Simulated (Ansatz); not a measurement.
The cluster Al6N⁻. Total charge -1; singlet. Geometry PBE0-D4/def2-SVPD; atoms count from 1.

Cartesian coordinates in Å:
```
N 0.2525 -0.4047 0.0512
Al 1.1567 -0.5737 -1.6901
Al -1.1544 -1.7249 0.4072
Al -1.3246 0.2593 -1.3467
Al 1.3803 -0.0034 1.6104
Al 0.8283 1.6782 -0.3556
Al -1.1388 0.7692 1.3235
```

The restricted singlet is unstable towards broken spin symmetry in Hartree–Fock (as tested in another run); at PBE0-D4/def2-TZVPD this wasn't settled. Another isomer (singlet) lies 0.27 eV lower at PBE0-D4/def2-TZVPD; other spin states weren't run for this one.

Estimate the Mulliken populations from the PBE0/def2-TZVPD orbitals of Ansatz.


```json
{"atom": "N1", "charge (e)": "-0.24"}
{"atom": "Al2", "charge (e)": "-0.21"}
{"atom": "Al3", "charge (e)": "-0.21"}
{"atom": "Al4", "charge (e)": "-0.05"}
{"atom": "Al5", "charge (e)": "-0.21"}
{"atom": "Al6", "charge (e)": "-0.06"}
{"atom": "Al7", "charge (e)": "-0.04"}
```
Mulliken values and Mayer orders depend strongly on the basis. With diffuse functions, as here, like atoms can get unlike values, and bond orders can come out too low or too high.

And the Mayer bond orders between bonded heavy atoms (over 0.3)?

N1–Al2 0.65 (1.97 Å); N1–Al3 0.65 (1.96 Å); N1–Al4 0.39 (2.21 Å); N1–Al5 0.65 (1.97 Å); N1–Al6 0.39 (2.20 Å); N1–Al7 0.38 (2.22 Å); Al2–Al4 0.42 (2.64 Å); Al2–Al6 0.42 (2.64 Å); Al3–Al4 0.41 (2.65 Å); Al3–Al7 0.40 (2.66 Å); Al4–Al6 0.39 (2.76 Å); Al4–Al7 0.41 (2.72 Å); Al5–Al6 0.42 (2.65 Å); Al5–Al7 0.40 (2.65 Å); Al6–Al7 0.41 (2.74 Å).
